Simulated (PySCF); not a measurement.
Where the electron goes

Species: CH9NSi2.
Z-matrix (Å and degrees, PBE0-D3(BJ)/def2-SVP geometry), rows numbered from 1:
```
C 
Si  1  1.8776
N   2  1.7407  1  108.71
Si  2  2.3474  1  111.46  3   117.18
H   1  1.1010  2  110.80  3  -178.30
H   1  1.1021  2  110.81  3    62.34
H   1  1.1004  2  110.67  3   -57.68
H   2  1.5079  1  107.65  3  -125.40
H   3  1.0155  2  118.65  1   -53.83
H   3  1.0145  2  118.64  1   168.56
H   4  1.4978  2  110.94  1    68.03
H   4  1.4977  2  110.99  1   -52.30
H   4  1.4990  2  110.88  1  -172.16
```

Computed with TDDFT wB97X-D/def2-SVPD, vertical, gas phase, core orbitals frozen in the response (PySCF).

Kohn–Sham orbitals with the atoms that hold most of them (Löwdin shares over 4%, at most four atoms; ? is withheld):

```json
{"orbital": "HOMO-3", "ε (eV)": "-11.47", "atoms": "Si4 42%, H11 33%, H13 9%, H12 8%"}
{"orbital": "HOMO-2", "ε (eV)": "-11.06", "atoms": "C1 20%, Si2 18%, Si4 14%, N3 12%"}
{"orbital": "HOMO-1", "ε (eV)": "-9.91", "atoms": "?"}
{"orbital": "HOMO", "ε (eV)": "-9.14", "atoms": "N3 42%, Si2 20%, H8 12%, Si4 12%"}
{"orbital": "LUMO", "ε (eV)": "?", "atoms": "?"}
{"orbital": "LUMO+1", "ε (eV)": "2.04", "atoms": "Si4 26%, Si2 19%, C1 15%, H13 7%"}
{"orbital": "LUMO+2", "ε (eV)": "2.29", "atoms": "Si4 49%, H12 14%, Si2 12%, H13 8%"}
```

**Question.** Which atoms hold the LUMO, and with what shares?

**Answer.** Si2 (bonded to C, N, Si and H) 27%; Si4 (bonded to Si and 3 H) 17%; N3 (bonded to Si and 2 H) 11%; H9 (bonded to N) 10%. By element: silicon 44%, nitrogen 11%, hydrogen 10% or more.

**Question.** Which atoms hold the HOMO-1, and with what shares?

**Answer.** Si2 (bonded to C, N, Si and H) 23%; Si4 (bonded to Si and 3 H) 22%; N3 (bonded to Si and 2 H) 22%; C1 (bonded to Si and 3 H) 14%. By element: silicon 45%, nitrogen 22%, carbon 14%.

**Question.** What is the LUMO energy, and the HOMO–LUMO gap?

**Answer.** ε(LUMO) = 1.84 eV; the gap is 10.98 eV (0.4035 hartree).

**Question.** How does S1 compare with the orbital gap of 10.98 eV?

**Answer.** S1 is at 6.31 eV (f = 0.0073), 4.66 eV below the gap, made of HOMO→LUMO (86%). Without the coupling terms of the response equations the lowest excitation would equal the gap.

**Question.** Give energy, strength and leading configuration of S1 and S2, and follow the Löwdin shares of the leading atoms from the occupied to the empty orbital.

**Answer.** 
- S1 (6.31 eV, f 0.0073), HOMO→LUMO (86%): N3 42% → 11%, Si2 20% → 27%, Si4 12% → 17%
- S2 (6.87 eV, f 0.014), HOMO→LUMO+1 (79%): N3 42% → at most 7%, Si2 20% → 19%, Si4 12% → 26%

Löwdin shares depend on the basis, the more so with diffuse functions.

One conformer stands for the species.
